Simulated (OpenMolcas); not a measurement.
## Ir⁺: from CASSCF to CASPT2

| Quantity | Value |
| --- | --- |
| Program | OpenMolcas 26.06 |
| Basis | ANO-RCC-VQZP [9s8p6d4f2g1h] |
| Scalar Hamiltonian | DKH2, point nucleus |
| Active space | 8 electrons in 6 orbitals (5d 6s) |
| State averaging | 2S+1 = 5 even, 15 roots; 2S+1 = 3 even, 75 roots kept (CI in the orbitals of an earlier block); 2S+1 = 1 even, 49 roots kept (CI in the orbitals of an earlier block) |
| Spin-orbit coupling | state interaction with AMFI integrals over the reference wave functions, term energies averaged over their components |

Methods on the same reference wave functions:
A. CASSCF
B. SS-CASPT2, IPEA 0.25 Eh, imaginary shift 0.1 Eh (closed shells correlated: 5s 5p)
C. MS-CASPT2, IPEA 0.25 Eh, imaginary shift 0.1 Eh (closed shells correlated: 5s 5p)

Energies in cm⁻¹ above 5d⁷ 6s ⁵F₅, the measured ground level; measured values from NIST Handbook of Basic Atomic Spectroscopic Data.

```tsv
Level	A	B	C	Measured
5d⁷ 6s ⁵F₅	0.0	0.0	0.0	0.0
5d⁷ 6s ⁵F₄ [70 %]	5168	4830	4920	4788
5d⁷ 6s ⁵F₃	9113	8950	8950	8187
5d⁷ 6s ³P₂(1) [51 %]	9565	4120	3930	
5d⁸ ³F₄	12343	3670	3390	2263
5d⁷ 6s ³F₄(1) [52 %]	15671	11540	12040	
5d⁷ 6s ⁵P₃	17297	14310	14310	12715
5d⁸ ³F₃	20028	11610	11610	9928
5d⁷ 6s ³G₅ [68 %]	20652	18130	18130	17478
5d⁷ 6s ³P₀(1)	21258	15220	15220	
5d⁷ 6s ³F₃(1) [58 %]	22035	17820	17820	
5d⁷ 6s ³H₆	26515	23290	23280	
5d⁷ 6s ³G₃	27100	24060	24060	
5d⁷ 6s ³H₅ [65 %]	29394	25660	25700	
5d⁶ 6s² ⁵D₃	29825	23100	23100	
5d⁷ 6s ³D₃ [63 %]	31039	27310	27310	
5d⁷ 6s ³P₀(2) [51 %]	31752	25060	25060	
5d⁶ 6s² ⁵D₂ [73 %]	33392	26630	26660
```

Deviations, from unrounded energies. A percentage is the sum of absolute deviations over the sum of measured energies, with the sign that they share, or ± where signs differ.

```tsv
Against measurement	Levels	A	B	C
mean absolute deviation (cm-1)	6	4900	1000	990
fine structure of the ground term (%)	2	+10.1	+6.2	+6.9
other terms of the ground configuration (%)	2	+25.7	+7.4	+7.5
other configurations (%)	2	+165.5	+25.3	+23.0
```

B, C lie about equally close to measurement and A furthest from it. The largest miss of C in the table is 5d⁸ ³F₃, by +1700 cm-1. The ranking rests on the paired levels alone, and a cruder setting can come out closer through cancelling errors.

Between B and C the level of the table that moves most is 5d⁷ 6s ³F₄(1) [52 %], by 500 cm-1 (lowest in B, highest in C). Moves below CASPT2's spread within the term are not significant.

The mean deviations of B to C differ by less than CASPT2's widest spread within a term (960 cm-1), so their order carries little weight.

From A to B the spin-free energies of the other terms of 5d⁷ 6s shown, above ⁵F, scale by factors of 0.42 to 0.83.

The lowest spin-free term lies below A's lowest term by 0.501 hartree in B, 0.501 hartree in C.

CASPT2 does not keep the components of a term degenerate, so their means are used; among the terms shown or strongly mixed into the levels shown the widest spread is 960 cm-1 (5d⁷ 6s ⁵F, C). Some levels mix across a computed gap that differs much from the measured one, so their mixing is not that of the real levels. Terms from blocks run as CI alone lack orbitals of their own. Configurations are named by rounded mean occupations; where the s occupation lies near a half they are strongly mixed, a name can repeat and a true partner stay unpaired. A single d shell beside an s shell can misplace configurations of different d count against each other. Without dynamic correlation excited terms often stand tens of per cent too high (terms of higher spin than the ground term too low), and those without a measured partner can miss by more than the paired ones (holds for A). Blocks of more than 70 roots (2S+1 = 3 even) ran without multistate coupling (holds for C). The CASPT2 spread within a term exceeds the gap to the next term for 5d⁷ 6s ¹G(1) and 5d⁷ 6s ⁵P, so the order of their levels is uncertain (holds for C). Measured partners are found by configuration, term and J. A level has none where our copy of the source lacks it or the pairing is in doubt (some pairs that miss far off the trend of their configuration count as doubtful), and it then counts in no deviation. Only configurations of the active space appear. Levels that lie high or do not pair safely by name in every column are left out.

A share in square brackets marks a mixed level and gives the weight of the term that names it, the lowest over the columns. A number in round brackets counts repeated terms of one configuration in the order of the reference energies.
